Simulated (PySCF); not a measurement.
# Zn: ionisation energy

Zn [Ar] 3d10 4s2 → Zn⁺ [Ar] 3d10 4s1 [4s1/2^1, M_J = 1/2], as a difference of total energies. Calculation: PySCF 2.14, in x2c-TZVPall-2c with one added diffuse shell each of s, p, d type (7s8p5d1f, 63 functions); the two-component X2C-1e Hamiltonian. Correlated levels: [Ne] frozen; the 6 highest virtual spinors dropped. "Screened" scales the spin-orbit matrix elements by Boettger's factors to mimic the two-electron term; Breit and QED terms are absent.

```tsv
method	ionisation energy (eV)	error (eV)
GHF (screened spin-orbit)	7.789	-1.605
GMP2 (screened spin-orbit)	9.000	-0.394
```

Reference: 9.394 eV (measured; NIST Atomic Spectra Database, ionization energies).

Errors of the correlated levels include the incompleteness of this basis and the frozen core.

MP2 underrates the near-degeneracy of ns² with np² in the lower species.
